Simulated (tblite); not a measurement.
C5H12F3P.
Cartesian coordinates in Å at the GFN2-xTB level; atoms count from 1:
```
atom  x, y, z in Å
C1     1.6265    0.9730    0.4177
P2     0.0499   -0.0783    0.0791
C3     0.9877   -1.3372   -0.8822
C4    -0.2437   -0.3480    1.8804
C5    -1.6429   -0.8836   -0.3842
C6    -0.6542    1.4999   -0.9142
F7     0.0271    2.6506   -0.8302
F8    -0.6612    1.1729   -2.2237
F9    -1.9201    1.8112   -0.5920
H10    2.3661    0.3780    0.9515
H11    2.0773    1.3170   -0.5137
H12    1.3978    1.8507    1.0224
H13    2.0311   -1.3709   -0.5839
H14    0.5270   -2.3163   -0.7896
H15    0.9247   -1.0201   -1.9248
H16   -0.8454   -1.2357    2.0505
H17    0.6938   -0.4039    2.4254
H18   -0.7999    0.5254    2.2261
H19   -1.8305   -0.8531   -1.4571
H20   -2.4729   -0.3867    0.1167
H21   -1.6472   -1.9281   -0.0746
```

Computed geometry: GFN2-xTB, gas phase.

Q: Which atoms are bound to P2, and at what distances?

A: 5 atoms: C3 1.841 Å, C4 1.845 Å, C1 1.925 Å, C5 1.931 Å, C6 1.993 Å. The nearest atom not counted as bound is H15, at 2.38 Å (others tie with it).

Q: List the angles at P2.

A: 
| angle | degrees | distance of the outer atoms (Å) |
| --- | --- | --- |
| C1–P2–C5 | 171.1 | 3.84 |
| C4–P2–C6 | 123.1 | 3.38 |
| C3–P2–C4 | 119.4 | 3.18 |
| C3–P2–C6 | 117.5 | 3.28 |
| C1–P2–C3 | 92.8 | 2.73 |
| C1–P2–C4 | 92.2 | 2.72 |
| C3–P2–C5 | 92.1 | 2.72 |
| C4–P2–C5 | 91.9 | 2.72 |
| C1–P2–C6 | 86.8 | 2.69 |
| C5–P2–C6 | 84.3 | 2.63 |

Q: What is the shape at P2?

A: Trigonal bipyramidal: τ5 = (β − α)/60° = 0.80 from the two widest angles, 171.1° and 123.1° (0 for a square pyramid, 1 for a trigonal bipyramid). The P–C distances aren't all alike: 1.841 to 1.993 Å.

Q: What are the other bond lengths?

A: C6–F7, C6–F9 1.341 Å; C6–F8 1.350 Å. (A selection.)

Q: Give some angles away from the centre.

A: P2–C6–F7 118.0°, P2–C6–F8 107.1°, P2–C6–F9 113.4°, F7–C6–F8 105.8°, F8–C6–F9 106.5°.

Q: What are the rotational constants (commonest isotopes, rigid rotor)?

A: A = 1697, B = 1135, C = 1049 MHz: an asymmetric top.

Point group: C1 (no symmetry element, even within 0.4 Å). Charge 0, singlet. Its GFN2-xTB frequencies are all real (lowest 21 cm⁻¹).
